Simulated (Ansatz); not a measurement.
`[OH][Ge]([SiH3])([SiH3])[SiH3]`, relaxed with RKS PBE-D4/def2-SVP in Ansatz from a rough embedded geometry. The force threshold is 0.03 eV/Å; the program also tests the step.

Total charge 0; spin multiplicity 1.

Start:

```xyz
15

O    -0.394   -1.852   -1.171
Ge   -0.123   -0.379   -0.231
Si    1.926   -0.520    0.806
Si   -1.831   -0.259    1.401
Si   -0.157    1.516   -1.558
H     0.338   -1.845   -1.895
H     1.925   -1.762    1.702
H     2.113    0.624    1.662
H     3.010   -0.691   -0.196
H    -3.079   -0.114    0.688
H    -1.535    0.980    2.172
H    -1.774   -1.432    2.221
H    -1.455    1.641   -2.282
H     0.106    2.690   -0.756
H     0.929    1.402   -2.565
```

```
step  energy (eV)  largest force (eV/Å)  largest move (Å)
   1  -82321.7169                 1.937             0.000
   2  -82322.1174                 1.118             0.172
   3  -82322.1333                 0.597             0.173
   4  -82322.1543                 0.453             0.094
   5  -82322.1758                 0.026             0.060
```

End:

```xyz
15

O    -0.460   -1.855   -1.204
Ge   -0.108   -0.358   -0.217
Si    2.030   -0.570    0.874
Si   -1.883   -0.283    1.391
Si   -0.132    1.584   -1.644
H     0.217   -1.966   -1.897
H     2.056   -1.782    1.764
H     2.296    0.658    1.706
H     3.128   -0.699   -0.150
H    -3.222   -0.172    0.716
H    -1.665    0.937    2.246
H    -1.865   -1.504    2.269
H    -1.466    1.721   -2.327
H     0.134    2.823   -0.830
H     0.940    1.465   -2.697
```

It took 13 s on 4 threads of an Arm Neoverse V1 on a shared host, with 0.23 GiB of host memory at the peak.
